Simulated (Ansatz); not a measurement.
Cartesian coordinates in Å:
```
C -0.182 0.608 -0.058
C 0.190 -0.633 0.060
Se 0.674 -2.249 0.213
H -0.754 0.937 -0.919
H 0.073 1.338 0.704
```

The species carries charge 0 and has multiplicity 1.

Q: List the PBE0/def2-TZVPP orbital energies in eV (the Gaussian-basis code of Ansatz). (Estimate.)

A: Computed: Occupied: -12361.87, -1584.68, -1421.69, -1421.69, -1421.63, -280.66, -278.63, -215.11, -158.66, -158.63, -158.42, -58.72, -58.68, -58.51, -58.48, -58.44, -22.71, -20.17, -14.77, -13.04, -11.77, -9.84, -8.44, -6.45. Lowest empty: -2.36, 0.04, 1.48, 2.17, 3.24, 3.30, 5.03, 5.60.
